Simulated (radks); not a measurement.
The numbers below are computed, except where a source is named.
Fractional charge and spin in the 4d shell of antimony: the spin-up occupation runs from 4 to 5 and the spin-down occupation from 4 to 5; the fullest corner is Sb3+, [Kr] 5s2 4d(up 5, down 5). Level of theory: scalar-relativistic Kohn-Sham, PBE, spin-polarised, spherical densities, point nucleus (a radial shooting solver on a logarithmic mesh with Libxc functionals). Energy (eV) above the fullest corner. The planes named below are the two flat planes that join the four corners, with an edge along up + down = one added electron.

\begin{tabular}{lrrrrr}
down \ up & 4 & 4.25 & 4.5 & 4.75 & 5 \\ \hline
4 & 163.548 & 138.789 & 115.263 & 92.954 & 71.847 \\
4.25 & 138.789 & 115.323 & 93.072 & 72.021 & 52.156 \\
4.5 & 115.263 & 93.072 & 72.079 & 52.271 & 33.629 \\
4.75 & 92.954 & 72.021 & 52.271 & 33.686 & 16.249 \\
5 & 71.847 & 52.156 & 33.629 & 16.249 & 0.000 \\
\end{tabular}

Corners above the fullest one (they belong to Sb4+ and the next ion): (up 5, down 4) 71.847 eV, (up 4, down 5) 71.847 eV, (up 4, down 4) 163.55 eV. With half an added electron in each spin the energy lies 0.232 eV from the planes, and with half an added electron in spin up alone -2.435 eV. The planes are only a guide here: the flat-plane condition holds for ground states with one frontier orbital, while this shell lies below other occupied shells, so the corners above the fullest one are inner-hole states and not the ground states of those ions.
